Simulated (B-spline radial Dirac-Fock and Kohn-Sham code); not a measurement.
# Scattering functions of Ta³⁺

System: Ta³⁺ in the configuration [Xe] 4f14 5d2.

Input file task.json (cfg lists n, l and occupation; rrms is the nuclear radius in fm):

```json
{"items": [{
  "Z": 73,
  "q": 3,
  "cfg": [[1, 0, 2], [2, 0, 2], [2, 1, 6], [3, 0, 2], [3, 1, 6], [3, 2, 10], [4, 0, 2], [4, 1, 6], [4, 2, 10], [4, 3, 14], [5, 0, 2], [5, 1, 6], [5, 2, 2]],
  "A": 181,
  "rrms": 5.3507,
  "do": ["scatter"],
  "s": [0.0, 0.05, 0.1, 0.15, 0.2, 0.25, 0.3, 0.35, 0.4, 0.45, 0.5, 0.6, 0.7, 0.8, 0.9, 1.0, 1.1, 1.2, 1.4, 1.6, 1.8, 2.0, 2.5, 3.0, 3.5, 4.0, 5.0, 6.0],
  "pz": [0, 0.1, 0.2, 0.3, 0.4, 0.5, 0.6, 0.8, 1.0, 1.2, 1.4, 1.6, 1.8, 2.0, 2.5, 3.0, 4.0, 5.0, 7.0, 10.0, 15.0, 20.0, 30.0, 40.0, 60.0, 100.0],
  "hv_scatter": [1000, 2000, 8047.8, 17479.3, 20000, 50000, 200000, 1000000]
}]}
```

Launch: `python xray_run.py task.json out`

Level of theory: Dirac-Fock densities; a radial B-spline solver. f₀ is the Fourier transform of the spherical electron density, S the Waller-Hartree incoherent function, and s = sin θ/λ.

```tsv
s (Å⁻¹)	f₀	S
0	70.000	0.000
0.05	69.369	0.673
0.1	67.585	2.437
0.15	64.931	4.760
0.2	61.746	7.216
0.25	58.332	9.613
0.3	54.906	11.907
0.35	51.605	14.099
0.4	48.500	16.187
0.45	45.618	18.162
0.5	42.957	20.010
0.6	38.235	23.323
0.7	34.177	26.215
0.8	30.661	28.819
0.9	27.619	31.218
1	25.015	33.449
1.1	22.820	35.536
1.2	20.994	37.498
1.4	18.252	41.106
1.6	16.355	44.298
1.8	14.915	47.046
2	13.678	49.354
2.5	10.854	53.621
3	8.453	56.570
3.5	6.747	58.801
4	5.685	60.566
5	4.573	63.162
6	3.817	64.936
```

f₀ starts at the number of electrons, 70, and has fallen to half at s ≈ 0.68 Å⁻¹. The sum of ⟨r²⟩ over the electrons is 34.81 bohr².

Values without a named source are computed, but for edge energies of neutral atoms, which are taken from tables.
